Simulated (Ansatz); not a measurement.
Job for Ansatz (an electronic-structure program): R-PBE0/def2-TZVPPD on AsH3 (SMILES [AsH3]) with ghost functions, monomers drawn apart or pushed together. Files ending in .json are basis or fitting sets from the Basis Set Exchange.

Ansatz 0.2 input:
```yaml
crystal:
  periodic: [false, false, false]
  atoms:
    - {symbol: As, position_ang: [-0.55839351, -0.37813275, 2.57490498]}
    - {symbol: H, position_ang: [-0.09328880, 0.12184971, 3.92274075]}
    - {symbol: H, position_ang: [-0.33927801, -1.84960923, 2.83899008]}
    - {symbol: H, position_ang: [-2.03970092, -0.35657577, 2.87194017]}
basis:
  gaussian:
    orbitals: def2-TZVPPD.json
    ghost_atoms:
      - {symbol: Al, position_ang: [0.28219905, 0.62545735, 0.56096258]}
      - {symbol: H, position_ang: [-0.54047815, -0.29260812, -0.44148129]}
      - {symbol: H, position_ang: [-0.24747156, 2.09128831, 0.86980076]}
      - {symbol: H, position_ang: [1.81159463, 0.28935591, 0.83026113]}
hamiltonian:
  xc: {name: PBE0}
scf: {lower_state_search: off}
```

The log:

```
WARN ansatz: RAYON_NUM_THREADS=2 ignored (pool sized by the plan → 2); use --threads N
Functional definition: PBE0
these checks for a lower state are left out or cut short: stability, starts, cluster_reference, orbital_swaps, neighbouring_geometries, increment
integrals: 0.12 GiB planned
1067 factors; their error is unknown
mean field: 1.00 GiB planned
mean field evaluation 1: about -60881.9243 eV, gradient 1.1e1 eV
mean field evaluation 2: about -60882.0723 eV, gradient 5.5e0 eV
mean field evaluation 4: about -60882.1058 eV, gradient 3.0e-1 eV
mean field evaluation 8: about -60882.3422 eV, gradient 7.3e-3 eV
mean field -60882.34215038 eV, -2237.3848064927 hartree, gradient 4.7e-6 eV, S^2 0.000000; 0 other end points of the search recorded, 0 dependent functions left out
reference -60882.34218720 eV, -2237.3848078459 hartree; 18, 18 occupied and 186, 186 virtual orbitals, 1067 factors
Total energy: -60882.34218720 eV, -2237.3848078459 hartree
Checks for a lower state left out: stability, starts, cluster_reference, orbital_swaps, neighbouring_geometries, increment
```

The run converged.

Cost: very roughly 3 core-seconds.
